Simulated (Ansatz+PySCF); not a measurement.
A calculation with Ansatz (development build ahead of 0.2.0).

```yaml
crystal:
  periodic: [false, false, false]
  atoms:
    - { symbol: Be, position_ang: [0.0, 0.0, 0.0] }
    - { symbol: "N", position_ang: [0.79426, 1.05902, 2.29284] }
basis:
  gaussian: { orbitals: STO-3G }
magnetization:
  initial_magnetization: 1
hamiltonian:
  xc: hf
correlation:
  method: fci
  frozen_orbitals: { Be: 0, "N": 1 }
```

The input is written out in the form of the current development build from the run's settings.

Results

```
Converged    : yes
Total energy : -68.03373 hartree
State        : lowest doublet root, of any spatial symmetry
```

Caution: another spin multiplicity may lie lower.
